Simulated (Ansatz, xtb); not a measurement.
# Ligand exchange: GaH(CH3)2 + C4H10S → GaH(CH3)(SH) + C5H12

Gas-phase species: GaH(CH3)2, singlet; C4H10S (2-methyl-2-propanethiol) `CC(C)(C)S`, singlet; GaH(CH3)(SH), singlet; C5H12 (neopentane) `CC(C)(C)C`, singlet. The partners trade CH3 for SH: Ga–CH3 and C–SH bonds give way to Ga–SH and C–CH3.

Shapes, held fixed at every level: PBE0-D4/def2-TZVP. Flexible molecules stand in one conformer, not always the lowest. Programs: Ansatz 0.2.0, xtb 6.7.1, xtb 6.7.1 later snapshot. Electronic energies: no zero-point or thermal term.

Problem. Estimate ΔE of this reaction.

Solution. The highest level, CCSD(T)/def2-TZVPP, gives ΔE = -124.2 kJ/mol; the levels span -196.4 to -122.4. GFN1-xTB strays far from the other rows. The column of differences is taken from that level and isn't an error. No measured value is set beside it here. Relativity is left out for Ga. Outer-core shells of Ga are correlated, in sets that cover them unevenly.

```csv
level,kind,ΔE (kJ/mol),less CCSD(T)/def2-TZVPP
GFN1-xTB,semi-empirical,-196.4,-72.2
HF/def2-TZVPP,Hartree–Fock,-135.7,-11.5
SPW92/def2-TZVPP,LDA,-123.6,+0.6
BHLYP-D4/def2-TZVPP,global hybrid,-128.8,-4.6
wB97M-V/def2-TZVPP,range-separated hybrid,-122.4,+1.8
B2PLYP/def2-TZVPP,double hybrid,-124.7,-0.5
MP2/def2-SVP,perturbation theory,-133.8,-9.6
CCSD(T)/def2-SVP,coupled cluster or CI,-136.0,-11.8
CCSD(T)/def2-TZVPP,coupled cluster or CI,-124.2,0.0
```
